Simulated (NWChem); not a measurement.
System: C2Cl2O2Pt; SMILES [O+]#[C-]->[Pt]([Cl])([Cl])<-[C-]#[O+]

Input file for NWChem:

```
start job
memory heap 200 mb stack 900 mb global 1100 mb
geometry units angstroms noautoz
  Pt    -0.000152     0.000062     0.000359
  Cl     2.148543    -0.905599     0.010955
  Cl    -2.148819     0.905712    -0.008345
  O      1.213214     2.813585    -0.012085
  C      0.764730     1.780307    -0.006969
  O     -1.213669    -2.813398     0.006374
  C     -0.764777    -1.780304     0.004713
end
basis spherical
  * library def2-svp
end
ecp
  Pt library def2-ecp
end
dft
  xc m06-l
  grid fine
  iterations 150
  mulliken
end
task dft gradient
```

Output (shortened):

```
             Northwest Computational Chemistry Package (NWChem) 7.3.0
             --------------------------------------------------------

 C2  symmetry detected

                             Geometry "geometry" -> ""
                             -------------------------

 Output coordinates in angstroms (scale by  1.889725989 to convert to a.u.)

  No.       Tag          Charge          X              Y              Z
 ---- ---------------- ---------- -------------- -------------- --------------
    1 Pt                  78.0000     0.00000000     0.00000000     0.00026511
    2 Cl                  17.0000     2.24425556     0.63281280     0.00121104
    3 Cl                  17.0000    -2.24425556    -0.63281280     0.00121104
    4 O                    8.0000    -0.80709342     2.95581801    -0.00294901
    5 C                    6.0000    -0.51311606     1.86844363    -0.00122248
    6 O                    8.0000     0.80709342    -2.95581801    -0.00294901
    7 C                    6.0000     0.51311606    -1.86844363    -0.00122248

 Effective nuclear repulsion energy (a.u.)    1317.4918423242

      Symmetry information
      --------------------

 Group name             C2
 Group number              4
 Group order               2
 No. of unique centers     4

                                 NWChem DFT Module
                                 -----------------

 Summary of "ao basis" -> "ao basis" (spherical)
 ------------------------------------------------------------------------------
       Tag                 Description            Shells   Functions and Types
 ---------------- ------------------------------  ------  ---------------------
 Pt                         def2-svp                12       32   6s3p2d1f
 Cl                         def2-svp                 8       18   4s3p1d
 O                          def2-svp                 6       14   3s2p1d
 C                          def2-svp                 6       14   3s2p1d

      Symmetry analysis of basis
      --------------------------

        a          64
        b          60

            General Information
            -------------------
          SCF calculation type: DFT
          Wavefunction type:  closed shell.
          No. of atoms     :     7
          No. of electrons :    80
           Alpha electrons :    40
            Beta electrons :    40
          Charge           :     0
          Spin multiplicity:     1
          Use of symmetry is: on ; symmetry adaption is: on
          Maximum number of iterations: 150
          AO basis - number of functions:   124
                     number of shells:    52
          Convergence on energy requested:  1.00D-06
          Convergence on density requested:  1.00D-05
          Convergence on gradient requested:  5.00D-04

              XC Information
              --------------
                        M06-L Method XC Functional
                         M06-L Exchange Functional  1.000
                       M06-L Correlation Potential  1.000

             Grid Information
             ----------------
          Grid used for XC integration:  fine
          Radial quadrature: Mura-Knowles
          Angular quadrature: Lebedev.
          Tag              B.-S. Rad. Rad. Pts. Rad. Cut. Ang. Pts.
          ---              ---------- --------- --------- ---------
          Pt                  1.35      141           8.0       974
          Cl                  1.00      123          11.0       770
          O                   0.60       70          12.0       590
          C                   0.70       70          11.0       590
          Grid pruning is: on
          Number of quadrature shells:   404
          Spatial weights used:  Erf1

      Superposition of Atomic Density Guess
      -------------------------------------

 Sum of atomic energies:       -1276.33462810

      Non-variational initial energy
      ------------------------------

 Total energy =   -1263.340068
 1-e energy   =   -2764.915080
 2-e energy   =    1009.481139
 HOMO         =      -0.346348
 LUMO         =      -0.117699

      Symmetry analysis of molecular orbitals - initial
      -------------------------------------------------

  Numbering of irreducible representations:

     1 a           2 b

  Orbital symmetries:

     1 b           2 a           3 a           4 b           5 a
     6 b           7 a           8 b           9 a          10 b
    11 a          12 b          13 b          14 a          15 a
    16 b          17 b          18 a          19 a          20 b
    21 a          22 b          23 a          24 b          25 a
    26 a          27 a          28 b          29 b          30 a
    31 a          32 b          33 b          34 b          35 b
    36 a          37 a          38 b          39 a          40 b
    41 a          42 a          43 b          44 b          45 a
    46 a          47 a          48 b          49 b          50 a

     ---------------------------------------------
      Total Density - Mulliken Population Analysis
     ---------------------------------------------

[...]

                         DFT ENERGY GRADIENTS

    atom               coordinates                        gradient
                 x          y          z           x          y          z
   1 Pt      0.000000   0.000000   0.000501    0.000000   0.000000  -0.000009
   2 Cl      4.241028   1.195843   0.002289   -0.008116  -0.002145   0.000009
   3 Cl     -4.241028  -1.195843   0.002289    0.008116   0.002145   0.000009
   4 O      -1.525185   5.585686  -0.005573    0.004743  -0.017358   0.000021
   5 C      -0.969649   3.530846  -0.002310   -0.003110   0.011814  -0.000025
   6 O       1.525185  -5.585686  -0.005573   -0.004743   0.017358   0.000021
   7 C       0.969649  -3.530846  -0.002310    0.003110  -0.011814  -0.000025
```

Level: M06-L/def2-SVP with def2 effective core potentials on Pt. All runs use the structure optimised with PBE0/def2-SVP. No frequency run checked for a minimum. def2 effective core potentials on Pt; no spin-orbit coupling.
